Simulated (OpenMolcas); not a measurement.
Multiconfigurational calculation on O

Input:

```
&GATEWAY
Coord
1

O 0.0 0.0 0.0
Basis=ANO-RCC-VQZP
Group=XYZ
NoMove
AngMom=0.0 0.0 0.0
AMFI
&SEWARD
* reference wave functions (RASSCF and RASSI steps not shown): 6 electrons in 8 orbitals (2s 2p 3s 3p)
>>> COPY JOB001 $Project.JobIph
&CASPT2
Multistate=3 1 2 3
Frozen=0 0
IPEA=0.25
Imaginary=0.1
MaxIter=60
WThr=0.0 0.3 0.05
PrWF=0.5
NoMix
>>> COPY JOB002 $Project.JobIph
&CASPT2
Multistate=6 1 2 3 4 5 6
Frozen=0 0
IPEA=0.25
Imaginary=0.1
MaxIter=60
WThr=0.0 0.3 0.05
PrWF=0.5
NoMix
```

Output, cut to the results:

```
--- CASPT2 ---
Orbital specifications:
      -----------------------

      Symmetry species                           1   2
                                                ag  au
      Frozen orbitals                            0   0
      Inactive orbitals                          1   0
      Active orbitals                            2   6
      Secondary orbitals                        26  20
      Deleted orbitals                           0   0
      Number of basis functions                 29  26
Type of calculation                        MS-CASPT2
      Fock operator                              state-specific
      IPEA shift                                 0.25
      Real shift                                 0.00
      Imaginary shift                            0.10
      The input orbitals will be transformed to quasi-canonical
Reference energy:         -74.9304566038
      E2 (Non-variational):      -0.1176725956
      Shift correction:          -0.0000531983
      E2 (Variational):          -0.1177257939
      Total energy:             -75.0481823977
      Residual norm:              0.0000006963
      Reference weight:           0.98025
      Contributions to the CASPT2 correlation energy
      Active & Virtual Only:         -0.1051712570
      One Inactive Excited:          -0.0078596420
      Two Inactive Excited:          -0.0046416966
Reference energy:         -74.9304566038
      E2 (Non-variational):      -0.1176749420
      Shift correction:          -0.0000532016
      E2 (Variational):          -0.1177281437
      Total energy:             -75.0481847474
      Residual norm:              0.0000006951
      Reference weight:           0.98024
      Contributions to the CASPT2 correlation energy
      Active & Virtual Only:         -0.1051736113
      One Inactive Excited:          -0.0078596341
      Two Inactive Excited:          -0.0046416966
::    CASPT2 Root  1     Total energy:    -75.04818240
::    CASPT2 Root  2     Total energy:    -75.04818475
::    CASPT2 Root  3     Total energy:    -75.04818476
::    MS-CASPT2 Root  1     Total energy:    -75.04818476
::    MS-CASPT2 Root  2     Total energy:    -75.04818475
::    MS-CASPT2 Root  3     Total energy:    -75.04818240
--- CASPT2 ---
Orbital specifications:
      -----------------------

      Symmetry species                           1   2
                                                ag  au
      Frozen orbitals                            0   0
      Inactive orbitals                          1   0
      Active orbitals                            2   6
      Secondary orbitals                        26  20
      Deleted orbitals                           0   0
      Number of basis functions                 29  26
Type of calculation                        MS-CASPT2
      Fock operator                              state-specific
      IPEA shift                                 0.25
      Real shift                                 0.00
      Imaginary shift                            0.10
      The input orbitals will be transformed to quasi-canonical
Reference energy:         -74.8508757800
      E2 (Non-variational):      -0.1241942434
      Shift correction:          -0.0000556757
      E2 (Variational):          -0.1242499190
      Total energy:             -74.9751256990
      Residual norm:              0.0000006781
      Reference weight:           0.97876
      Contributions to the CASPT2 correlation energy
      Active & Virtual Only:         -0.1117979494
      One Inactive Excited:          -0.0077587900
      Two Inactive Excited:          -0.0046375040
Reference energy:         -74.8508757800
      E2 (Non-variational):      -0.1242318591
      Shift correction:          -0.0000559326
      E2 (Variational):          -0.1242877917
      Total energy:             -74.9751635717
      Residual norm:              0.0000008942
      Reference weight:           0.97873
      Contributions to the CASPT2 correlation energy
      Active & Virtual Only:         -0.1118356427
      One Inactive Excited:          -0.0077587026
      Two Inactive Excited:          -0.0046375138
::    CASPT2 Root  1     Total energy:    -74.97512570
::    CASPT2 Root  2     Total energy:    -74.97516357
::    CASPT2 Root  3     Total energy:    -74.97521362
::    CASPT2 Root  4     Total energy:    -74.97521290
::    CASPT2 Root  5     Total energy:    -74.97521091
::    CASPT2 Root  6     Total energy:    -74.89557598
::    MS-CASPT2 Root  1     Total energy:    -74.97538565
::    MS-CASPT2 Root  2     Total energy:    -74.97529453
::    MS-CASPT2 Root  3     Total energy:    -74.97519742
::    MS-CASPT2 Root  4     Total energy:    -74.97513128
::    MS-CASPT2 Root  5     Total energy:    -74.97493956
::    MS-CASPT2 Root  6     Total energy:    -74.89555424
```

Levels above the lowest, from the spin-orbit matrix with the single-state CASPT2 energies, averaged by term, on its diagonal:

| Configuration | Term | J | E (cm-1) | Measured (cm-1) | g | Term weight % |
| --- | --- | --- | --- | --- | --- | --- |
| 2s2 2p4 | 3P | 2 | 0.0 | 0.0 | 1.501 | 100 |
| 2s2 2p4 | 3P | 1 | 142 | 158 | 1.501 | 100 |
| 2s2 2p4 | 3P | 0 | 212 | 227 |  | 100 |
| 2s2 2p4 | 1D | 2 | 16090 | 15868 | 1.000 | 100 |
| 2s2 2p4 | 1S | 0 | 33570 | 33793 |  | 100 |

Against the 4 measured excited levels shown (NIST Handbook of Basic Atomic Spectroscopic Data) the mean absolute deviation is 120 cm-1; the largest miss in energy is 2s2 2p4 1S0: computed 33570, measured 33793 cm-1 (-0.7 %), and the largest in proportion 2s2 2p4 3P1 (-10.1 %).

CASPT2 breaks the degeneracy within a term, and the mean is taken; among the terms shown or strongly mixed into the levels shown the widest spread is 19 cm-1 (2s2 2p4 1D). Active for correlation alone: 3p 3s; no level in the range computed is led by a configuration that fills them, so any true level of that kind is missing. Measured partners are found by configuration, term and J. A level has none where our copy of the source lacks it or the pairing is in doubt (some pairs that miss far off the trend of their configuration count as doubtful), and it then counts in no deviation. Levels of configurations outside the active space are missing. The first state left out of the spin-orbit step lies near 140000 cm-1 above the lowest spin-free state of the reference (among the parities and spins computed), and the list stops at four fifths of that energy or lower.

The term weight is that of the spin-free term in the level, not the purity of its configuration.
